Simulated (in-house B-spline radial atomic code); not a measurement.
Atomic self-consistent-field run: Dy30+ (with a hole in an inner shell). Computed with an all-electron radial atomic-structure program (B-spline basis): Dirac-Hartree-Fock, average of the jj configuration, Fermi nucleus of rms radius 5.2218 fm.

In the input, a minus or plus after the letter marks the j = l - 1/2 or j = l + 1/2 subshell.

Command:
```bash
python run_scf.py task.json out
```
Settings (nuclear radius in fm, mass in u):
```
Z                66
configuration    1s2 2s2 2p6 3s2 3p6 3d10 4s2 4p-1 4p+4 4d1
hamiltonian      dirac
method           hf
spin_polarised   False
nucleus          fermi
rms_radius       5.2218
atomic_mass      163.92918
speed_of_light   137.035999084
```

Output (hartree, bohr):
```
 radial grid: 59 intervals, B-splines of order 8, outer radius 3.3876 bohr

 iter        energy (Eh)    residual
    1      -11597.921716    6.49e+00
    2      -11691.778697    1.35e+00
    3      -11695.719392    5.41e-01
    4      -11696.355294    2.15e-01
    5      -11696.469164    4.54e-02
    6      -11696.474493    6.09e-04
    7      -11696.474494    1.60e-05
    8      -11696.474494    4.02e-07

 total energy                    -11696.47449
 kinetic                           12868.4684
 electron-nucleus                 -27295.2185
 electron-electron                  2730.2756

 first-order corrections (not in the total)
   Gaunt                            12.6996
   retardation                      -1.3257
   frequency dependence             -0.1874
   self-energy                       9.1129
   Uehling                          -1.5149
   Wichmann-Kroll                    0.0503
   recoil                            0.0257

 orbital      occ     eigenvalue          <r>       <r^2>       <1/r>     <1/r^3>       <r^4>       r_max    small
 1s1/2      2.000     -2029.4982    0.0211147 0.000609306     74.5518           - 9.92495e-07     0.01338  6.07e-02
 2s1/2      2.000      -376.4253    0.0890679  0.00942978     17.8935           - 0.000154481     0.07611  1.35e-02
 2p1/2      2.000      -359.2342    0.0744043   0.0068504     17.8203           - 9.57551e-05     0.05746  1.35e-02
 2p3/2      4.000      -329.7701    0.0813823  0.00806233     15.6234     10997.7 0.000127732     0.06342  1.25e-02
 3s1/2      2.000      -116.0165     0.230878    0.060968     6.62616           -  0.00557391      0.2141  4.44e-03
 3p1/2      2.000      -108.5371     0.221016   0.0567448     6.51925           -   0.0050525      0.2019  4.35e-03
 3p3/2      4.000      -102.2162     0.233088   0.0628921     5.97946     2448.95  0.00614427      0.2138  4.10e-03
 3d3/2      4.000       -89.7012     0.206139   0.0497581     5.82997      411.15  0.00432538      0.1695  3.93e-03
 3d5/2      6.000       -88.3359     0.210042   0.0515263     5.69362     363.374  0.00460775      0.1729  3.85e-03
 4s1/2      2.000       -50.4415     0.481452    0.260053     3.03876           -    0.093871      0.4683  1.72e-03
 4p1/2      1.000       -47.3125     0.481647    0.262075     2.97324           -   0.0969313      0.4671  1.67e-03
 4p3/2      4.000       -45.3599     0.501244    0.283389     2.78999      704.88    0.112798      0.4872  1.59e-03
 4d3/2      0.400       -40.5194     0.495674    0.280469     2.67707     116.338    0.114854      0.4756  1.49e-03
 4d5/2      0.600       -40.2793     0.500889    0.286172     2.63669     102.522    0.119286      0.4813  1.47e-03
```

Time taken, with all properties: 0.43 s on 1 thread of Intel(R) Xeon(R) 6975P-C, on a shared host.

For the Dirac Hamiltonian the kinetic term is c α·p + (β - 1)c².
